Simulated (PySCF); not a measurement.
The numbers are results of PySCF with PBE0-D4/def2-TZVP // PBE0-D4/def2-SVP, not measurements. Isolated molecules, 0 K electronic values unless said otherwise. One relaxed conformer stands for a flexible species; it need not be the lowest. Excitations are Tamm–Dancoff values on a coarser integration grid. The basis has no diffuse functions, so Rydberg states are missing or too high.

Reference species (SMILES): `B[C@@]1(C=O)C[C@@H]2CC[C@H]1C2` (neutral, multiplicity 1).

```yaml
HOMO–LUMO gap: 5.76 eV
T1 excitation (TDA): 3.79 eV
```

Changed species: `B[C@]1(C=O)[C@H]2CC[C@@H]1CC2`.

Q: Give the shifts of the HOMO–LUMO gap and T1 excitation (TDA).

A: the HOMO–LUMO gap falls by 0.33 eV, to 5.43 eV; the T1 excitation (TDA) decreases by 0.28 eV, to 3.51 eV.
